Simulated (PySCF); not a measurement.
## How methods differ on the excitation energy of Be

Be [He] 2s2 (1S) → Be [He] 2p2 (3P), as a difference of total energies. All numbers are calculated (PySCF 2.14, scalar relativity by spin-free X2C-1e, in aug-cc-pVTZ-DK (5s4p3d2f, 46 functions)). Correlated levels: valence: 1s2 frozen. The calculations carry no spin-orbit coupling.

| method | excitation energy (eV) |
| --- | --- |
| UHF | 6.450 |
| MP2 (valence) | 7.058 |
| SCS-MP2 (valence) | 7.321 |
| CCSD (valence) | 7.442 |

Errors of the correlated levels include the incompleteness of this basis and the frozen core.

With two correlated electrons CCSD is exact in that space.

**Question.** Which method comes closest to the reference value, and which is furthest?

**Answer.** The reference is 7.401 eV (measured; NIST levels, between the centres of gravity of the two terms). Closest: CCSD (valence) (error 0.041 eV); furthest: UHF (error -0.951 eV).
